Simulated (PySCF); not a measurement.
Work out the structure from these simulated measurements.

Formula: C8H12Ge.

| Property | Result |
| --- | --- |
| Rotational structure | rotational constants A, B, C: 1.295, 0.993, 0.986 GHz [PBE0-D3(BJ)/def2-SVP] |
| UV, strongest line | among the 10 lowest singlet transitions: S5 at 6.99 eV (177 nm, f = 0.306) [TDDFT CAM-B3LYP/def2-SVPD] |
| XPS | C1s 289.8 (×4), C1s 290.0 (×4) eV [ΔSCF SCAN, pcX-2 on the ionised atom, pcseg-1 elsewhere, spin-free X2C] |
| 13C NMR | chemical shifts (computed TMS as zero) by class: 145.1 (4 C), 143.2 (4 C) ppm [GIAO B3LYP/pcSseg-1] |
| Polarisability | 125.2 au [CAM-B3LYP/def2-SVPD] |
| Valence photoelectron | vertical ionisation energy: 9.49 eV [ΔSCF CAM-B3LYP/def2-SVPD] |

The electronic properties come from PySCF, for the isolated species, density fitting. Levels stand in brackets. Isolated species at its PBE0-D3(BJ)/def2-SVP geometry (one conformer only). The calculation (core ionisation apart) is non-relativistic and has no spin–orbit coupling, an omission that weighs most on germanium. Each NMR value is the plain mean over a class of atoms that symmetry, rotation or inversion makes alike.

**Question.** Propose a structure and show how it fits.

**Answer.** Numbering: `[CH2:1]=[CH:2][Ge:3]([CH:4]=[CH2:5])([CH:6]=[CH2:7])[CH:8]=[CH2:9]`. 8 carbons fall into 2 classes; from least to most shielded: alkene CH carbon [C2/C4/C6/C8] (145.1 ppm, 4 C, up to 2.7 ppm apart in this geometry), terminal =CH2 carbon [C1/C5/C7/C9] (143.2 ppm, 4 C, up to 5.1 ppm apart in this geometry). The core levels belong to: C1s 289.8 eV, alkene CH carbon [C2/C4/C6/C8]; C1s 290.0 eV, terminal =CH2 carbon [C1/C5/C7/C9]. One atom of each topological class was ionised and stands for its class. No core level of Ge was computed. The hole state at 289.8 eV has ⟨S²⟩ = 0.82 against 0.75, so that value is less sure. The first electron is taken from the HOMO, whose largest Löwdin shares are 0.19 on an alkene CH carbon, 0.19 on a terminal =CH2 carbon, 0.17 on an alkene CH carbon and 0.10 on a terminal =CH2 carbon. The optimised geometry has point group C1 and is an asymmetric top. Structure: `C=[CH][Ge]([CH]=C)([CH]=C)[CH]=C`. Computed isomers that give other values at the same levels: `C=CC[C]1=CC=[CH][Ge@H]1[CH3]` (rotational constant A: 1.809 GHz; this holds for the one conformer computed). The assignments are read from this structure; whether some other isomer fits the data as well wasn't checked. NMR values of atoms bound to Ge lack the spin–orbit term that these neighbours bring.

The values belong to the conformer `[CH2:1]=[CH:2][Ge:3]([CH:4]=[CH2:5])([CH:6]=[CH2:7])[CH:8]=[CH2:9]`: C1–C2–Ge3–C4 136°, C2–Ge3–C4–C5 -138°, C2–Ge3–C6–C7 -135°, C2–Ge3–C8–C9 -130°.
